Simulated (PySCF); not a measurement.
Compound: C4H9ClOSi.
Cartesian coordinates in Å at the PBE0-D3(BJ)/def2-SVP level; atoms count from 1:
```
atom  x, y, z in Å
C1     2.025    1.163   -0.271
O2     1.718   -0.200   -0.376
C3     0.635   -0.560    0.391
C4    -0.151   -1.735   -0.042
C5    -0.752   -0.345   -0.179
Si6   -2.119    0.267    0.904
Cl7   -1.885    2.316    1.164
H8     2.334    1.434    0.757
H9     2.859    1.371   -0.955
H10    1.162    1.799   -0.544
H11    0.767   -0.395    1.472
H12    0.170   -2.216   -0.969
H13   -0.540   -2.415    0.721
H14   -0.743    0.050   -1.201
H15   -3.473    0.042    0.324
H16   -2.026   -0.381    2.245
```

Computed at PBE0/pcSseg-1 (PySCF, non-relativistic), with Q(17O) = −0.0256 b, Q(35Cl) = −0.0817 b: O2, 17O (I = 5/2): χzz = -11.92 MHz, η = 0.996; Cl7, 35Cl (I = 3/2): χzz = -42.76 MHz, η = 0.029.

(1) Where would the pure quadrupole (NQR) lines of 17O at O2 fall for the rigid, isolated species?

(2) Find the zero-field quadrupole resonance frequencies of 35Cl at Cl7.

(3) Apply the simplest Townes–Dailey estimate (no s hybridisation, no π bonding), ionic character = 1 − χzz/χ0, where χ0 is the coupling for one missing p electron along the bond: −109.74 MHz for 35Cl.

Answers

(1) From the eigenvalues of H = χ/[4I(2I − 1)] × [3Iz² − I(I + 1) + η(Ix² − Iy²)], steps between neighbouring levels, labelled as for η = 0: ±1/2↔±3/2 3.146 MHz, ±3/2↔±5/2 3.155 MHz (ether oxygen).

(2) From ν = (|χ|/2)√(1 + η²/3): ν = 21.38 MHz (silicon-bound chlorine). For 37Cl the ratio of quadrupole moments, 0.7881, gives 16.85 MHz.

(3) Cl7 on Si6: 1 − (-42.76)/(-109.74) = 0.61. In this model a purely covalent bond gives χ0 and a free halide ion gives zero; s hybridisation or π bonding, where present, is counted here as ionic character.

In a crystal, neighbours and librations shift these lines. A larger basis could move these couplings by a tenth or more.

One conformer stands for the species.
